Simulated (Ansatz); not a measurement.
A structure relaxed at r2SCAN/def2-SVP in Ansatz, charge -1, doublet:

Cartesian coordinates in Å:
```
K 3.845 4.000 0.144
K -3.077 1.413 0.994
K 5.819 -0.258 -0.808
K -4.026 -2.703 2.996
K 2.935 1.853 -3.731
K 3.635 -3.887 1.103
K 0.295 -4.051 4.081
K -1.215 -0.056 -3.320
K -4.774 2.776 -3.010
K -5.210 -1.668 -1.422
K 2.621 -2.651 -3.130
K 0.124 4.228 2.738
K -0.909 0.204 4.763
K -1.035 -3.585 -0.282
K 1.414 0.141 0.683
K -0.442 4.243 -1.801
```

**Question.** Give its formula.

**Answer.** K16⁻.

**Question.** Summarise the bond lengths by kind (pairs closer than 1.2 times the sum of covalent radii, bridged metal pairs left out).

**Answer.** 43 × K–K 4.46 to 4.79 Å.

The charge -1 doublet is spin-contaminated (final ⟨S²⟩ up to 2.40, 0.75 for a pure state). The structure comes from a short search, and lower isomers may exist.
